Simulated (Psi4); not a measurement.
HGaI$_{2}$ (SMILES [I][GaH][I]), singlet, geometry from GFN2-xTB (such geometries of metal compounds can be far from the true shape) (core potentials on I); PBE0/def2-TZVP (Psi4 1.11).

Psi4 was given this input:
```
memory 2 GB

molecule mol {
0 1
  Ga   -0.709301   -0.413404   -0.452526
  H    -1.875658   -1.093195   -1.196649
  I    -0.335917    2.040289   -0.720995
  I     0.786181   -1.777860    1.008259
}

set basis def2-tzvp
set reference rks

energy('pbe0')
print_variables()
```

The log (banner, timings and long lists left out):

```
   => Loading Basis Set <=

    Name: DEF2-TZVP
    Role: ORBITAL
    Keyword: BASIS

    !!!  WARNING: ECP capability is in beta. Please check occupations closely.  !!!

         ---------------------------------------------------------
                                   SCF
               by Justin Turney, Rob Parrish, Andy Simmonett
                          and Daniel G. A. Smith
                              RKS Reference
         ---------------------------------------------------------

  ==> Geometry <==

    Molecular point group: c1
    Full point group: C1

    Geometry (in Angstrom), charge = 0, multiplicity = 1:

       Center              X                  Y                   Z               Mass
    ------------   -----------------  -----------------  -----------------  -----------------
         GA          -0.728949964656    -0.424856183104    -0.465062078216    68.925573500000
         H           -1.895306964656    -1.104647183104    -1.209185078216     1.007825032230
         I           -0.355565964656     2.028836816896    -0.733531078216   126.904471900000
         I            0.766532035344    -1.789312183104     0.995722921784   126.904471900000

  Running in c1 symmetry.

  Rotational constants: A =      0.18938  B =      0.01411  C =      0.01313 [cm^-1]
  Rotational constants: A =   5677.38214  B =    423.03212  C =    393.69703 [MHz]
  Nuclear repulsion =  422.934057212803111

  Charge       = 0
  Multiplicity = 1
  Electrons    = 82
  Nalpha       = 41
  Nbeta        = 41

  ==> Algorithm <==

  SCF Algorithm Type is DF.
  DIIS enabled.
  MOM disabled.
  Fractional occupation disabled.
  Guess Type is SAD.
  Energy threshold   = 1.00e-06
  Density threshold  = 1.00e-06
  Integral threshold = 1.00e-12

  ==> Primary Basis <==

  Basis Set: DEF2-TZVP
    Blend: DEF2-TZVP
    Number of shells: 52
    Number of basis functions: 154
    Number of Cartesian functions: 179
    Spherical Harmonics?: true
    Max angular momentum: 3

  Core potential: DEF2-TZVP
    Number of shells: 8
    Number of ECP primitives: 58
    Number of ECP core electrons: 56
    Max angular momentum: 3

  ==> DFT Potential <==

   => LibXC <=

    Version 7.1.2
    S. Lehtola, C. Steigemann, M. J. T. Oliveira, and M. A. L. Marques,  SoftwareX 7, 1–5 (2018) (10.1016/j.softx.2017.11.002)

   => Composite Functional: PBE0 <=

    PBE0 Hyb-GGA Exchange-Correlation Functional

    C. Adamo and V. Barone,  J. Chem. Phys. 110, 6158 (1999) (10.1063/1.478522)
    M. Ernzerhof and G. E. Scuseria,  J. Chem. Phys. 110, 5029 (1999) (10.1063/1.478401)

    Deriv               =              1
    GGA                 =           TRUE
    Meta                =          FALSE

    Exchange Hybrid     =           TRUE
    MP2 Hybrid          =          FALSE

   => Exchange Functionals <=

    0.7500   Perdew, Burke & Ernzerhof

   => Exact (HF) Exchange <=

    0.2500               HF

   => Correlation Functionals <=

    1.0000   Perdew, Burke & Ernzerhof

   => LibXC Density Thresholds  <==

    XC_HYB_GGA_XC_PBEH:  1.00E-15

   => Molecular Quadrature <=

    Radial Scheme          =       TREUTLER
    Pruning Scheme         =           NONE
    Nuclear Scheme         =       TREUTLER

    Blocking Scheme        =         OCTREE
    BS radius alpha        =              1
    Pruning alpha          =              1
    Radial Points          =             75
    Spherical Points       =            302
    Total Points           =          84398
    Total Blocks           =            725
    Max Points             =            256
    Max Functions          =            142
    Weights Tolerance      =       1.00E-15

   => Loading Basis Set <=

    Name: (DEF2-TZVP AUX)
    Role: JKFIT
    Keyword: DF_BASIS_SCF

  ==> Integral Setup <==

  SCF_SUBTYPE=INCORE selected. In-core MEM_DF algorithm will be used.
  Using in-core AOs.

  ==> MemDFJK: Density-Fitted J/K Matrices <==

    J tasked:                   Yes
    K tasked:                   Yes
    wK tasked:                   No
    Algorithm:                 Core
    Schwarz Cutoff:           1E-12
    Mask sparsity (%):       6.5357
    Fitting Condition:        1E-10

   => Auxiliary Basis Set <=

  Basis Set: (DEF2-TZVP AUX)
    Blend: DEF2-UNIVERSAL-JKFIT
    Number of shells: 158
    Number of basis functions: 720
    Number of Cartesian functions: 1009
    Spherical Harmonics?: true
    Max angular momentum: 5

  Minimum eigenvalue in the overlap matrix is 3.9351727210E-03.
  Reciprocal condition number of the overlap matrix is 8.7389249549E-04.
    Using symmetric orthogonalization.

  ==> Pre-Iterations <==

  SCF Guess: Superposition of Atomic Densities via on-the-fly atomic UHF (no occupation information).

   -------------------------
    Irrep   Nso     Nmo
   -------------------------
     A        154     154
   -------------------------
    Total     154     154
   -------------------------

  ==> Iterations <==

                           Total Energy        Delta E     RMS |[F,P]|

   @DF-RKS iter SAD: -2512.83101786789121   -2.51283e+03   0.00000e+00
   @DF-RKS iter   1: -2518.52806609414847   -5.69705e+00   2.19060e-02 DIIS/ADIIS
   @DF-RKS iter   2: -2467.72307088227808    5.08050e+01   7.05242e-02 DIIS/ADIIS
   @DF-RKS iter   3: -2520.27032244404381   -5.25473e+01   1.14778e-02 DIIS/ADIIS
   @DF-RKS iter   4: -2520.67895059371858   -4.08628e-01   2.26575e-03 DIIS/ADIIS
   @DF-RKS iter   5: -2520.74129296362435   -6.23424e-02   1.05446e-03 DIIS/ADIIS
   @DF-RKS iter   6: -2520.74885172806034   -7.55876e-03   2.55695e-04 DIIS/ADIIS
   @DF-RKS iter   7: -2520.74950718866967   -6.55461e-04   5.16679e-05 DIIS
   @DF-RKS iter   8: -2520.74953171240168   -2.45237e-05   1.08537e-05 DIIS
   @DF-RKS iter   9: -2520.74953268357967   -9.71178e-07   3.99783e-06 DIIS
   @DF-RKS iter  10: -2520.74953279766669   -1.14087e-07   4.06737e-07 DIIS
  Energy and wave function converged.

  ==> Post-Iterations <==

   Electrons on quadrature grid:
      Ntotal   =   82.0000083352 ; deviation = 8.335e-06

    Orbital Energies [Eh]
    ---------------------

    Doubly Occupied:

[...]
    Virtual:

[...]
    Final Occupation by Irrep:
              A
    DOCC [    41 ]
    NA   [    41 ]
    NB   [    41 ]

  @DF-RKS Final Energy: -2520.74953279766669

   => Energetics <=

    Nuclear Repulsion Energy =            422.9340572128031113
    One-Electron Energy =               -4564.5391887544465135
    Two-Electron Energy =                1711.5208214566794140
    DFT Exchange-Correlation Energy =     -90.6652227127027999
    Empirical Dispersion Energy =           0.0000000000000000
    VV10 Nonlocal Energy =                  0.0000000000000000
    Total Energy =                      -2520.7495327976671433

Computation Completed

Properties will be evaluated at   0.000000,   0.000000,   0.000000 [a0]

Properties computed using the SCF density matrix

 Multipole Moments:

 ------------------------------------------------------------------------------------
     Multipole            Electronic (a.u.)      Nuclear  (a.u.)        Total (a.u.)
 ------------------------------------------------------------------------------------

 L = 1.  Multiply by 2.5417464519 to convert [e a0] to [Debye]
 Dipole X            :         26.5968981          -26.8692676           -0.2723696
 Dipole Y            :         15.5015518          -15.6602984           -0.1587466
 Dipole Z            :         16.9685293          -17.1422980           -0.1737687
 Magnitude           :                                                    0.3599739

 ------------------------------------------------------------------------------------

  Variable Map:
  ----------------------------------------------------------------------------
[...]
  Array Variable Map:
  ----------------------------------------------------------------------------
[...]
[...]
```
